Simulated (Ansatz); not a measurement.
`CBC(N)[SiH3]`. The species carries charge 0 and has multiplicity 1.

```xyz
15

C    -1.174   -1.201   -1.186
B    -1.090   -0.064   -0.124
C     0.154    0.822    0.070
N     1.235    0.683   -0.890
Si    0.800    0.127    1.729
H    -1.785   -2.050   -0.870
H    -0.199   -1.552   -1.531
H    -1.689   -0.779   -2.063
H    -2.018    0.151    0.612
H    -0.141    1.856    0.320
H     1.994    1.327   -0.715
H     0.920    0.810   -1.842
H     0.858   -1.358    1.708
H     2.180    0.653    1.914
H    -0.046    0.574    2.867
```

(1) List the harmonic frequencies (cm⁻¹, unscaled) at PBE0-D4/def2-TZVP in Ansatz. (Estimate.)

(2) Is this a minimum?

(3) Give the ideal-gas thermochemistry at 298.15 K and 1 bar (rigid rotor, harmonic oscillator; point group C1, symmetry number 1).

Answers

(1) Computed: 79, 93, 133, 205, 230, 252, 302, 481, 580, 595, 609, 685, 773, 806, 888, 913, 937, 946, 948, 971, 1047, 1129, 1205, 1250, 1318, 1355, 1438, 1465, 1658, 2214, 2228, 2234, 2569, 2967, 3012, 3092, 3138, 3539, 3626.

(2) Yes, all 39 modes are real.

(3) Zero-point energy 310.5 kJ/mol; H(298) − E = 335.1 kJ/mol; entropy 366.3 J/(mol·K), of which translation 164.6, rotation 112.3, vibration 89.5; G(298) − E = 225.8 kJ/mol. Modes under 100 cm⁻¹ are hindered rotations or soft bends, so the harmonic entropy is rough.
